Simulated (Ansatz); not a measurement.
Dissociation curve of BrBe (cation, charge +1), lowest singlet found (which spin is the ground state isn't settled by this scan).

Method: Ansatz (a first-principles code) with full CI/cc-pVDZ, cores with 3d frozen.

**Question.** Relative to R = 1.89 Å, what are the energies at R = 1.67, 1.79, 2.13, 2.73 Å?

**Answer.** 17.3 kcal/mol at 1.67 Å, 3.1 kcal/mol at 1.79 Å, 10.2 kcal/mol at 2.13 Å, 57.6 kcal/mol at 2.73 Å.

The scan ran from 1.55 to 7.40 Å; beyond the distances shown full CI changes its symmetry label.
